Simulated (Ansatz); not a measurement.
Spectroscopic constants of NiAs, multiplicity 4 (lowest of 2S+1 = 2, 4, 6 at PBE0/def2-TZVPP; our sources give no spin for the ground state, which may be another). No spin–orbit coupling. Ni is treated without relativity. As is treated without relativity.

The constants come from a fifth-degree fit in 1/R (seven points, main isotopes). In def2 and cc sets the state is the lowest found near the PBE0 minimum, followed along R.

The values were computed with Ansatz (a first-principles code) with Gaussian orbitals. 

| level | r_e (Å) | ω_e (cm⁻¹) | ω_e x_e (cm⁻¹) | B_e (cm⁻¹) | dipole (D) |
|---|---|---|---|---|---|
| PBE/def2-TZVPP | 2.179 | 299 | 0.82 | 0.109 | 2.47 |
| r2SCAN/def2-TZVPP | 2.191 | 314 | 1.1 | 0.108 | 2.80 |
| B97M-V/def2-TZVPP | 2.219 | 300 | 1.1 | 0.105 | 2.35 |
| B3LYP/def2-TZVPP | 2.242 | 286 | 1.0 | 0.103 | 2.48 |
| PBE0/def2-TZVPP | 2.231 | 291 | 1.0 | 0.104 | 2.88 |
| BHLYP/def2-TZVPP | 2.276 | 269 | 0.86 | 0.0996 | 3.28 |
| CAM-B3LYP/def2-TZVPP | 2.231 | 292 | 0.94 | 0.104 | 2.92 |
| wB97X-V/def2-TZVPP | 2.231 | 294 | 0.89 | 0.104 | 3.48 |
| wB97M-V/def2-TZVPP | 2.234 | 292 | 0.90 | 0.103 | 3.19 |
| B2PLYP/def2-TZVPP | 2.217 | 298 | 1.0 | 0.105 | - |

Correlated levels freeze the inner cores; with def2 sets outer-core shells near the valence are correlated too.
